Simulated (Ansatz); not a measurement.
Ideal-gas functions of `C=C[O][AlH][F]` at 298.15 K and 1 bar, from an Ansatz frequency run at PBE0-D4/def2-TZVP.

Molar mass 90.03 g/mol, point group Cs (symmetry number 1), electronic degeneracy 1, moments of inertia 26.024, 294.707, 320.732 u Å². Harmonic wavenumbers (cm⁻¹, unscaled): 60, 77, 99, 247, 435, 487, 655, 708, 739, 878, 881, 986, 1054, 1259, 1356, 1429, 1718, 2009, 3128, 3181, 3278.

Use S(trans) = R[1.5 ln M + 2.5 ln T − 1.1517]; rotational temperatures θ = 24.2544 K / I; S(rot) = R[ln(√π/σ · √(T³/θAθBθC)) + 1.5]; for each mode x = 1.438777 ν̃/T, S = R[x/(eˣ − 1) − ln(1 − e⁻ˣ)] and H = RT x/(eˣ − 1); 1 cm⁻¹ = 0.0119627 kJ/mol; R = 8.31446 J/(mol·K).

Question: By hand: the entropy, in J/(mol·K).

Answer: Translation 165.0. Rotation: θ = 0.932, 0.0823, 0.0756 K, giving 109.7. Vibration, mode by mode: 18.65, 16.59, 14.53, 7.33, 3.52, 2.89, 1.52, 1.24, 1.10, 0.64, 0.63, 0.41, 0.31, 0.14, 0.09, 0.07, 0.02, 0.01, 0.00, 0.00, 0.00, in all 69.7. Electronic 0.0. Sum 344.4 J/(mol·K).

Question: By hand: H − E and G − E in kJ/mol, counted from the electronic energy.

Answer: Zero-point energy ½ × 24664 × 0.0119627 = 147.5; thermal vibration 10.2; translation, rotation and pV give 4 RT = 9.9. H − E = 167.6 kJ/mol, and G − E = 167.6 − 298.15 × 344.4/1000 = 64.9 kJ/mol.

Vibration gives 20 % of the entropy, 49.8 J/(mol·K) of it from the modes under 150 cm⁻¹: soft modes count most, and the harmonic formula is weakest for them. The sum counts one conformer and one mirror image; others add a mixing term.
